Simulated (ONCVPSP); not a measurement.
## Ce: excitation energies, all-electron against ONCV

ONCVPSP 4.0.1 input, shortened (lines: element, Z, core and valence counts, functional; n l f; lmax; l rc ep ncon nbas qcut; lloc lpopt rc5 dvloc0; l nproj debl; icmod fcfact rcfact), PBEsol, scalar-relativistic:

```
  Ce 58.00    9    5  -116133      upf
    1    0    2.00
    2    0    2.00
    2    1    6.00
    3    0    2.00
    3    1    6.00
    3    2   10.00
    4    0    2.00
    4    1    6.00
    4    2   10.00
    4    3    1.00
    5    0    2.00
    5    1    6.00
    5    2    1.00
    6    0    1.00
    3
    0    2.75    0.00    3    7    5.60
    1    2.65    0.00    5    8    6.00
    2    3.50    0.00    4    8    4.90
    3    1.75    0.00    4    9   11.50
    3    5    1.75    0.00
    0    3    4.00
    1    2    3.50
    2    2    1.00
    3    0    2.40
    3    4.75    1.55
```

Energies are relative to the spin-unpolarised reference configuration 4f1 5s2 5p6 5d1 6s1; without spin polarisation the order of configurations can differ from experiment.

```tsv
valence configuration	charge	ΔE all-electron (eV)	error AE − PS (meV)
4f1 5s2 5p6 5d1 6s0	+2	11.038	-4.5
4f1 5s2 5p6 5d0 6s0	+3	30.175	-7.5
```

What are ΔE and the potential's error for 4f1 5s2 5p6 5d1 6s2?

ΔE = -6.103 eV all-electron; the error (AE − PS) is +0.3 meV.

What are ΔE and the potential's error for 4f1 5s2 5p6 5d1.5 6s1.5?

ΔE = -5.700 eV all-electron; the error (AE − PS) is 0.0 meV.

Levels in the configuration 4f1 5s2 5p6 5d1 6s2:

```
level  all-electron (eV)  pseudo (eV)
   4f             -5.423       -5.395
   5s            -40.613      -40.600
   5p            -23.225      -23.225
   5d             -3.073       -3.077
   6s             -3.770       -3.769
```

Note: ghosts flagged at negative energy: s at -113.8 eV; GHOST(+) flagged for d at 95.0 eV, p at 116.2 eV. A true bound ghost makes a file unfit for plane-wave use.
